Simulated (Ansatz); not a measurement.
`C=[CH][GaH][Cl]` and `C=[CH][GaH][GeH3]` differ in one atom or group.

Ansatz, PBE0-D4/def2-TZVP geometries, multiplicity 1. Each molecule was computed in one conformer, which needn't be the lowest.

Scalar relativity is left out up to krypton.

| property | `C=[CH][GaH][Cl]` |
| --- | --- |
| LUMO energy (PBE/def2-TZVPP) / eV | -2.65 |
| HOMO energy (B3LYP/def2-TZVPP) / eV | -7.95 |
| HOMO–LUMO gap (B3LYP/def2-TZVPP) / eV | 5.90 |
| HOMO–LUMO gap (PBE/def2-TZVPP) / eV | 4.22 |
| size of the dipole moment (ωB97M-V/def2-TZVPP) / D | 2.67 |
| HOMO energy (PBE0/def2-TZVPP) / eV | -8.18 |

(1) Give the same properties after the change, and the shifts. (Best estimate.)

Results:

(1) Computed: 
| property | `C=[CH][GaH][GeH3]` | shift |
| --- | --- | --- |
| LUMO energy (PBE/def2-TZVPP) / eV | -2.80 | -0.15 |
| HOMO energy (B3LYP/def2-TZVPP) / eV | -7.20 | 0.75 |
| HOMO–LUMO gap (B3LYP/def2-TZVPP) / eV | 4.97 | -0.93 |
| HOMO–LUMO gap (PBE/def2-TZVPP) / eV | 3.54 | -0.68 |
| size of the dipole moment (ωB97M-V/def2-TZVPP) / D | 1.15 | -1.52 |
| HOMO energy (PBE0/def2-TZVPP) / eV | -7.40 | 0.78 |

With PBE0 the HOMO rises by 0.78 eV and the LUMO falls by 0.18 eV, so the gap narrows by about 0.96 eV. PBE moves the HOMO by 0.53 eV and ωB97M-V by 0.94 eV. The zero-point energy changes by 56.7 kJ/mol with +9 modes. Dipoles are sizes alone; their direction can turn.

B3LYP here is the variant with VWN-RPA as its local correlation; programs differ in this.
